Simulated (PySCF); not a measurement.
Species: `C(=C\[Si@H]1OCCS1)/C1CC1`. The columns A, B, C and D hold Mulliken, IAO, Hirshfeld and ESP-fitted charges (e) of one PBE0/pcSseg-1 density (PySCF), in a shuffled order. Coordinates in Å (GFN2-xTB); the density's dipole moment is (0.97, 0.79, 0.66) D.

| atom | x | y | z | A | B | C | D |
| --- | --- | --- | --- | --- | --- | --- | --- |
| C1 | 1.397 | -0.147 | 0.166 | -0.055 | -0.087 | -0.115 | -0.020 |
| C2 | 0.204 | 0.322 | -0.187 | -0.396 | -0.483 | -0.456 | -0.161 |
| Si3 | -1.383 | -0.599 | 0.127 | +0.976 | +1.057 | +0.749 | +0.381 |
| O4 | -2.526 | 0.329 | 0.831 | -0.618 | -0.646 | -0.426 | -0.236 |
| C5 | -3.698 | 0.602 | 0.117 | +0.099 | -0.048 | +0.053 | +0.003 |
| C6 | -4.004 | -0.517 | -0.865 | -0.371 | -0.353 | -0.207 | -0.077 |
| S7 | -2.458 | -0.987 | -1.703 | -0.323 | -0.232 | -0.350 | -0.129 |
| C8 | 2.668 | 0.539 | -0.073 | -0.276 | -0.136 | -0.007 | -0.037 |
| C9 | 3.902 | -0.279 | -0.372 | -0.182 | -0.286 | -0.267 | -0.083 |
| C10 | 3.776 | 0.409 | 0.944 | -0.182 | -0.286 | -0.341 | -0.083 |
| H11 | 1.468 | -1.100 | 0.672 | +0.091 | +0.136 | +0.178 | +0.047 |
| H12 | 0.159 | 1.280 | -0.695 | +0.121 | +0.155 | +0.189 | +0.045 |
| H13 | -1.271 | -1.826 | 0.907 | -0.101 | -0.151 | -0.139 | -0.082 |
| H14 | -3.570 | 1.548 | -0.422 | +0.115 | +0.133 | +0.071 | +0.036 |
| H15 | -4.514 | 0.713 | 0.838 | +0.124 | +0.150 | +0.079 | +0.048 |
| H16 | -4.377 | -1.399 | -0.343 | +0.162 | +0.150 | +0.126 | +0.040 |
| H17 | -4.721 | -0.206 | -1.621 | +0.164 | +0.167 | +0.157 | +0.052 |
| H18 | 2.577 | 1.491 | -0.581 | +0.115 | +0.149 | +0.133 | +0.052 |
| H19 | 3.795 | -1.352 | -0.400 | +0.132 | +0.150 | +0.133 | +0.050 |
| H20 | 4.600 | 0.110 | -1.097 | +0.137 | +0.156 | +0.135 | +0.053 |
| H21 | 4.385 | 1.279 | 1.137 | +0.136 | +0.156 | +0.156 | +0.053 |
| H22 | 3.582 | -0.192 | 1.818 | +0.132 | +0.150 | +0.150 | +0.049 |

Q: Which column most likely holds the ESP-fitted charges?

A: C. Σ q r misses the density's dipole by 0.04 D (C), 0.91 D (D), 1.39 D (A), 1.67 D (B). Charges fitted to the outside potential are the only set here that is tied to the molecule's multipoles.

Q: And the Hirshfeld charges?

A: D. The mean sizes are 0.082 e (D), 0.210 e (C), 0.228 e (A), 0.246 e (B), and Hirshfeld charges are commonly the smallest of these schemes.

As computed, A = Mulliken, B = IAO, C = ESP-fitted, D = Hirshfeld. Hydrogens on carbon: Mulliken +0.09 to +0.16, IAO +0.13 to +0.17, ESP-fitted +0.07 to +0.19, Hirshfeld +0.04 to +0.05 e.

The IAO scheme counts the electrons in orthogonalised intrinsic atomic orbitals, a minimal basis polarised so that it spans the occupied orbitals exactly. The Mulliken scheme gives each basis function's population to the atom it is centred on and halves the overlap population of two atoms between them.

One conformer (not necessarily the lowest) at the GFN2-xTB geometry, without solvent, vibrations or thermal averaging.

These values come from a run that also computed NMR shieldings. Time: 2.1 min wall (with the writing of density and orbital grids); peak memory 1.1 GiB. Hardware: an Arm Neoverse N1 with one thread, no GPU, on a shared host.
